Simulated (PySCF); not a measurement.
C10H7N3, SMILES C1=CC2=CC=NC3=NC=CC(=C1)N23. Atoms are numbered in the order given.

```xyz
20

C      0.0000     0.0000     2.7979
C      0.0000    -1.2039     2.1065
C      0.0000    -1.2172     0.6989
C      0.0000    -2.4038    -0.0702
C      0.0000    -2.3044    -1.4463
N      0.0000    -1.1497    -2.1113
C      0.0000     0.0000    -1.4370
N      0.0000     1.1497    -2.1113
C      0.0000     2.3044    -1.4463
C      0.0000     2.4038    -0.0702
C      0.0000     1.2172     0.6989
C      0.0000     1.2039     2.1065
N      0.0000     0.0000     0.0033
H      0.0000     0.0000     3.8905
H      0.0000    -2.1636     2.6220
H      0.0000    -3.3638     0.4442
H      0.0000    -3.2135    -2.0600
H      0.0000     3.2135    -2.0600
H      0.0000     3.3638     0.4442
H      0.0000     2.1636     2.6220
```

Geometry optimised at B3LYP-D3(BJ)/def2-SVP.

Two levels are set side by side: PBE/pcSseg-1 (PySCF) and B3LYP/pcSseg-1 (PySCF). GIAO shifts against NH3 (¹⁵N), TMS (¹H), TMS (¹³C) at the same level; non-relativistic, no solvent, atoms listed together averaged. Differences are taken from unrounded values.

```json
[
 {"quantity": "δ(¹³C) of C1 (ppm)", "B3LYP": "151.0"},
 {"quantity": "δ(¹³C) of C2, C12 (ppm)", "B3LYP": "114.2"},
 {"quantity": "δ(¹³C) of C3, C11 (ppm)", "B3LYP": "168.6"},
 {"quantity": "δ(¹³C) of C4, C10 (ppm)", "B3LYP": "109.7"},
 {"quantity": "δ(¹³C) of C5, C9 (ppm)", "B3LYP": "169.6"},
 {"quantity": "δ(¹⁵N) of N6, N8 (ppm)", "B3LYP": "285.3"},
 {"quantity": "δ(¹³C) of C7 (ppm)", "B3LYP": "170.3"},
 {"quantity": "δ(¹⁵N) of N13 (ppm)", "B3LYP": "245.5"},
 {"quantity": "δ(¹H) of H14 (ppm)", "B3LYP": "5.62"},
 {"quantity": "δ(¹H) of H15, H20 (ppm)", "B3LYP": "4.27"},
 {"quantity": "δ(¹H) of H16, H19 (ppm)", "B3LYP": "4.07"},
 {"quantity": "δ(¹H) of H17, H18 (ppm)", "B3LYP": "6.38"}
]
```

What does PBE give, and how far is it from B3LYP? (Estimate from the structure and the level; the computed values follow.)


```json
[
 {"quantity": "δ(¹³C) of C1 (ppm)", "PBE": "145.4", "PBE minus B3LYP": "-5.6"},
 {"quantity": "δ(¹³C) of C2, C12 (ppm)", "PBE": "114.6", "PBE minus B3LYP": "0.3"},
 {"quantity": "δ(¹³C) of C3, C11 (ppm)", "PBE": "161.9", "PBE minus B3LYP": "-6.7"},
 {"quantity": "δ(¹³C) of C4, C10 (ppm)", "PBE": "109.9", "PBE minus B3LYP": "0.3"},
 {"quantity": "δ(¹³C) of C5, C9 (ppm)", "PBE": "164.8", "PBE minus B3LYP": "-4.8"},
 {"quantity": "δ(¹⁵N) of N6, N8 (ppm)", "PBE": "287.1", "PBE minus B3LYP": "1.7"},
 {"quantity": "δ(¹³C) of C7 (ppm)", "PBE": "164.2", "PBE minus B3LYP": "-6.1"},
 {"quantity": "δ(¹⁵N) of N13 (ppm)", "PBE": "239.6", "PBE minus B3LYP": "-5.9"},
 {"quantity": "δ(¹H) of H14 (ppm)", "PBE": "5.47", "PBE minus B3LYP": "-0.15"},
 {"quantity": "δ(¹H) of H15, H20 (ppm)", "PBE": "4.25", "PBE minus B3LYP": "-0.02"},
 {"quantity": "δ(¹H) of H16, H19 (ppm)", "PBE": "4.03", "PBE minus B3LYP": "-0.04"},
 {"quantity": "δ(¹H) of H17, H18 (ppm)", "PBE": "6.33", "PBE minus B3LYP": "-0.05"}
]
```

Rough cost on one machine, each run with all the roots and properties that it gave: B3LYP against PBE within a factor of 2.
